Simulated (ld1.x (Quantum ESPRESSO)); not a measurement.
**Configuration tests for Tl (Z = 81) (TM)**

```
Element                 : Tl
Generator               : ld1.x (Quantum ESPRESSO) 7.5
Type                    : norm-conserving Troullier–Martins (Kleinman–Bylander form)
Functional              : PBE
Relativity              : fully relativistic
Frozen core             : [Xe] 4f14 5d10
Valence charge          : 3
Reference configuration : 6s1.5 6p1.5
Partial waves           : 6s (bound): rc 1.85 bohr; 6p (bound): rc 2.45 bohr
Local potential         : all-electron potential smoothed inside 1.85 bohr (lloc = -1)
Core correction         : none
```

Open shells are filled in proportion to 2j + 1 (rel_dist='average').

Energies are relative to the spin-unpolarised reference configuration 6s1.5 6p1.5; without spin polarisation the order of configurations can differ from experiment.

```tsv
valence configuration	charge	ΔE all-electron (eV)	error AE − PS (meV)
6s2 6p1	0	-3.589	+7.8
6s2 6p0	+1	1.684	+92
6s1 6p0	+2	22.469	+149
6s1 6p1	+1	9.833	+15
6s0 6p3	0	11.365	+119
```

**Question.** What are ΔE and the potential's error for 6s2 6p1.3?

**Answer.** ΔE = -4.108 eV all-electron; the error (AE − PS) is +2.1 meV.

**Question.** What are ΔE and the potential's error for 6s2 6p0.5?

**Answer.** ΔE = -1.688 eV all-electron; the error (AE − PS) is +34 meV.

Note: ghost states, extra bound levels that the all-electron valence spectrum of the same l lacks: s at -43.6 eV, d at -3.9 eV. A true bound ghost makes a file unfit for plane-wave use.
